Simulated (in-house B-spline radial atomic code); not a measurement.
RPA and G0W0 for Cs8+, [Kr] 4d10 5s1, highest spin, as one setting changes: the highest l of the empty states. Start: Hartree-Fock. A dash marks a level of low quasi-particle weight. Computed with an all-electron radial atomic-structure program (B-spline basis): all electrons, scalar-relativistic (spin-free one-electron X2C), finite nucleus, each spin shell either full or empty, empty states to the listed l with an (l + 1/2)⁻⁴ tail; G0W0 by contour deformation at full frequency.

```tsv
highest l of the empty states	RPA summed (Eh)	RPA extrapolated (Eh)	G0W0 level (eV)
4	-2.9876	-3.5587	5s up -126.21
5	-3.2533	-3.6235	5s up -126.22
6	?	?	?
7	-3.4576	-3.6042	5s up -126.19
8	-3.4969	-3.5903	5s up -126.19
9	?	?	?
10	-3.5349	-3.5794	5s up -126.19
11	-3.5446	-3.577	5s up -126.19
```

Question: What belongs in the row for 9?

Answer: RPA summed (Eh): -3.5203; RPA extrapolated (Eh): -3.5833; G0W0 level (eV): 5s up -126.19.

Question: What belongs in the row for 6?

Answer: RPA summed (Eh): -3.3859; RPA extrapolated (Eh): -3.6135; G0W0 level (eV): 5s up -126.20.
